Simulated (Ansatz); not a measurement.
One change: `C=C([SiH3])[SeH]` becomes `C=C([SiH3])[SiH2]O`.

Ansatz, PBE0-D4/def2-TZVP geometries, multiplicity 1. Each molecule was computed in one conformer, which needn't be the lowest.

Scalar relativity is left out up to krypton.

```
                                        property  `C=C([SiH3])[SeH]`
             LUMO energy (B3LYP/def2-TZVPP) / eV               -0.86
           LUMO energy (ωB97M-V/def2-TZVPP) / eV                1.39
size of the dipole moment (B3LYP/def2-TZVPP) / D                0.56
               LUMO energy (PBE/def2-TZVPP) / eV               -1.61
              HOMO energy (PBE0/def2-TZVPP) / eV               -6.56
           HOMO–LUMO gap (B3LYP/def2-TZVPP) / eV                5.48
```

Task: Give the same properties after the change, and the shifts. (Estimate.)

Result: The calculation gave: 
| property | `C=C([SiH3])[SiH2]O` | shift |
| --- | --- | --- |
| LUMO energy (B3LYP/def2-TZVPP) / eV | -1.09 | -0.23 |
| LUMO energy (ωB97M-V/def2-TZVPP) / eV | 1.20 | -0.19 |
| size of the dipole moment (B3LYP/def2-TZVPP) / D | 1.56 | 1.00 |
| LUMO energy (PBE/def2-TZVPP) / eV | -1.88 | -0.27 |
| HOMO energy (PBE0/def2-TZVPP) / eV | -8.08 | -1.52 |
| HOMO–LUMO gap (B3LYP/def2-TZVPP) / eV | 6.77 | 1.29 |

With PBE0 the HOMO falls by 1.52 eV and the LUMO falls by 0.22 eV, so the gap widens by about 1.30 eV. PBE moves the HOMO by -1.34 eV and ωB97M-V by -1.60 eV. Dipoles are sizes alone; their direction can turn.

B3LYP here is the variant with VWN-RPA as its local correlation; programs differ in this.

Spin–orbit coupling is left out; it splits and shifts lone-pair levels of the heavy atoms by tenths of an eV.
